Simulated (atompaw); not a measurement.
# Ranking PAW (atompaw) potentials for Cr

All share these settings but for the change named:

```
Element                 : chromium (Cr)
Generator               : atompaw 4.2.0.5
Type                    : PAW
Functional              : PBE
Relativity              : scalar-relativistic
Frozen core             : [Ne]
Valence charge          : 14
Reference configuration : 3s2 3p6 3d5 4s0.5 4p0 (charge +0.5)
Partial waves           : 3s (bound): rc 1.30 bohr; 4s (bound): rc 1.85 bohr; 3p (bound): rc 1.45 bohr; 4p (bound, empty): rc 2.20 bohr; 3d (bound): rc 2.20 bohr; 3d channel at 0.05 Ry: rc 2.20 bohr
Local potential         : bessel scheme, radius 1.60 bohr
Core correction         : smooth core density matched at 1.80 bohr
Augmentation charge     : gaussian compensation charge, radius 1.75 bohr; PAW radius 2.20 bohr; waves and projectors: custom polynom2 7 10 vanderbiltortho
```

Cutoff: the first of the cutoffs (Ry, on a coarse ladder) from which the occupation-weighted sum of valence levels, in a spherical-Bessel basis at the reference potential, stays within 10 and 1 mRy of its value at 400 Ry; the density cutoff is not measured.

The base gives 45 Ry.

Of 9 variants that were run, those that failed, showed a ghost or another fault, or gave nearly equal values are left out.

A variant can come out equal or close to the base.

Question: Rank these variants from softest to hardest (loose cutoff).
A. augmentation gaussian compensation charge, radius 1.75 bohr; PAW radius 2.20 bohr; waves and projectors: custom rrkj vanderbiltortho
B. waves 3s (bound); 4s (bound); 3p (bound); 4p (bound); 3d (bound); 3d channel at 0.05 Ry; augmentation gaussian compensation charge, radius 1.75 bohr; PAW radius 2.20 bohr; waves and projectors: bloechl
C. local potential bessel scheme, radius 1.74 bohr
D. wave 3p (bound): rc 1.45 bohr becomes 3p (bound): rc 2.02 bohr

Answer: D (21 Ry), B (35 Ry), A (40 Ry), C (50 Ry).
